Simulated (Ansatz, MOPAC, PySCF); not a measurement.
Dimer: HF (SMILES F) (first 2 atoms) with AsH3 (SMILES [AsH3]); geometry from B3LYP-D3(BJ)/def2-TZVP, rigid monomers moved along the line of their centres of mass till H2···As3 is 2.75 Å.
(charge 0, multiplicity 1):
```xyz
6

F      0.8330    -0.5598    -0.2549
H      0.5508    -0.3219     0.6061
As    -0.2739     0.3750     3.1400
H      0.5167    -0.0012     4.3798
H     -1.6030    -0.0805     3.7143
H     -0.4609     1.8207     3.5629
```

Monomers are frozen at their geometry in the pair; levels with a basis set take the counterpoise correction.

The state reached by PM6, PM7 isn't checked; PM7 holds dispersion and hydrogen-bond terms.

Programs: Ansatz (a program for electronic structure); MOPAC for PM6, PM7 (differences of heats of formation); PySCF for the dispersion terms. Each number belongs to the level named beside it.

Question: One of these levels gives -3.02 kcal/mol for the interaction energy. Name it.
(A) PBE-D3(BJ)/def2-TZVPPD
(B) PM7
(C) HF/aug-cc-pVTZ
(D) PM6

Answer: C, HF/aug-cc-pVTZ. The others give 0.41 (PM6), -0.58 (PM7), -4.55 (PBE-D3(BJ)/def2-TZVPPD)
